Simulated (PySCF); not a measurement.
Symmetry of computed structures. Method: PBE0/pcSseg-1 in PySCF (dipole) on a GFN2-xTB geometry, gas phase. The symmetry is that of the one conformer found, every atom within 0.08 Å of its image; none is proved a minimum here.

(1) `[CH3:1][CH2:2][C@@:3]([CH3:4])([O:5][CH3:6])[C:7](=[O:8])[F:9]` with C1–C2–C3–C4 177°, C2–C3–O5–C6 -175°, C2–C3–C7–O8 -119°: symmetry, top, dipole?

(2) What symmetry has `[H]/[N:9]=[CH:8]/[C@H:6](/[C:3]([S:2][CH3:1])=[CH:4]/[F:5])[CH3:7]` with C1–S2–C3–C4 -14°, S2–C3–C6–C7 -94°, C3–C6–C8–N9 128°?

(3) What symmetry has `[CH3:1][S:2][c:3]1[p:4][cH:5][c:6]([CH:7]=[O:8])[cH:9][p:10]1` with C1–S2–C3–P4 0°, C5–C6–C7–O8 0°, H–C1–S2–C3 61° (nearest H)?

Results:

(1) C1; asymmetric top; symmetry number 1; this conformer is chiral (no improper operation); dipole 2.68 D; A, B, C = 1741, 1531, 1289 MHz.

(2) C1; asymmetric top; symmetry number 1; this conformer is chiral (no improper operation); dipole 1.01 D; A, B, C = 2222, 863.0, 708.2 MHz.

(3) Cs; asymmetric top; symmetry number 1; 2 operations, which sort the 16 atoms into 15 sets; dipole 2.37 D, in the ab plane, which is the mirror; heavy atoms equivalent by symmetry: none.
